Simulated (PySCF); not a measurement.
C₆H₅N₃, SMILES c1ccc2[nH]nnc2c1.

Geometry: B3LYP-D3(BJ)/def2-SVP.

Computed with PBE/def2-SVP in PySCF.

Isolated molecule, no solvent.

Computed frontier levels, gap, dipole moment and polarisability:
* **highest occupied level**: -5.94 eV
* **lowest empty level**: -2.10 eV
* **orbital gap**: 3.84 eV
* **dipole moment**: 3.87 D
* **quadrupole, principal values (traceless, Buckingham form, about the centre of nuclear charge)**: -10.51, -4.78, 15.29 D·Å
* **mean static polarisability**: 77.8 bohr³ (11.53 Å³)
* **polarisability, principal values**: 35.6, 88.2, 109.7 bohr³
